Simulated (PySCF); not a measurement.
Point-charge models of `O=C(F)/C(=C/[SiH3])C(F)(F)F` against its computed dipole.

Coordinates (GFN2-xTB, Å) and charges (e) from the PBE0/pcSseg-1 density (PySCF):

```csv
atom,x,y,z,Mulliken,IAO,Hirshfeld,ESP-fitted
O1,-2.926,-0.996,0.375,-0.3160,-0.3586,-0.2092,-0.4271
C2,-1.810,-1.239,0.083,+0.7042,+0.6015,+0.2247,+0.7185
F3,-1.459,-2.520,-0.225,-0.2749,-0.2890,-0.0829,-0.2558
C4,-0.647,-0.335,0.005,-0.5532,-0.1133,-0.0454,-0.2332
C5,0.609,-0.754,-0.165,-0.2269,-0.3336,-0.0886,-0.2160
Si6,2.203,0.289,-0.208,+0.5833,+0.6140,+0.3182,+0.4123
C7,-1.017,1.113,0.210,+0.9276,+0.8034,+0.2597,+0.5665
F8,-1.319,1.375,1.490,-0.2593,-0.2715,-0.0922,-0.1829
F9,-2.066,1.484,-0.528,-0.2533,-0.2647,-0.0849,-0.1733
F10,-0.019,1.951,-0.117,-0.2773,-0.2721,-0.0567,-0.1777
H11,0.733,-1.823,-0.282,+0.1448,+0.1898,+0.0566,+0.1884
H12,2.180,1.067,-1.441,-0.0523,-0.0946,-0.0633,-0.0612
H13,2.263,1.097,1.004,-0.0554,-0.0955,-0.0646,-0.0596
H14,3.273,-0.709,-0.224,-0.0912,-0.1159,-0.0712,-0.0988
```

**Question.** Compute μ = Σ q r for each scheme (1 e·Å = 4.803 D) and compare with the dipole of the full density.

**Answer.** The full density gives (3.91, -0.43, -0.65) D, 3.98 D in size; dipole vectors point from the negative to the positive end.

```
    scheme    μx     μy     μz  size (D)  share of the full size (%)  angle to the full dipole (°)
  Mulliken  5.05   0.49  -0.53      5.10                         128                            12
       IAO  4.97  -0.31  -0.69      5.03                         126                             3
 Hirshfeld  2.69   0.23  -0.47      2.75                          69                            11
ESP-fitted  3.95  -0.43  -0.67      4.03                         101                             0
```

**Question.** Which set comes closest?

**Answer.** Length of the difference vector: ESP-fitted 0.05 D, IAO 1.07 D, Hirshfeld 1.39 D, Mulliken 1.47 D. Closest: ESP-fitted. ESP charges are fitted to the potential around the molecule, whose slowest-falling term is the dipole's. 

**Question.** What is left for the Hirshfeld atoms' own dipoles?

**Answer.** The shares of the density sum to the whole, so what Σ q r misses lies in dipoles about the nuclei. The atomic dipoles sum to (3.91, -0.43, -0.65) − (2.69, 0.23, -0.47) = (1.22, -0.66, -0.18) D, 1.39 D in size.

**Question.** With the origin at the mean of the coordinates, (0.000, 0.000, -0.002) Å, which are the largest single terms, by size, of the Hirshfeld dipole along the direction of the full one?

**Answer.** Si6 +3.31, O1 +2.84, C2 -1.79, C7 -1.44, H14 -1.14 D; all 14 atoms together +2.70 D. The single terms depend on the origin, their sum doesn't.

**Question.** Give the size of the full dipole in other units.

**Answer.** 3.98 D = 1.567 au = 0.829 e·Å = 13.28 × 10⁻³⁰ C·m.

Geometry: GFN2-xTB, one conformer, isolated molecule.

Shape of the structure used: `[O:1]=[C:2]([F:3])/[C:4](=[CH:5]/[SiH3:6])[C:7]([F:8])([F:9])[F:10]`: O1–C2–C4–C5 171°, C2–C4–C7–F8 73°.
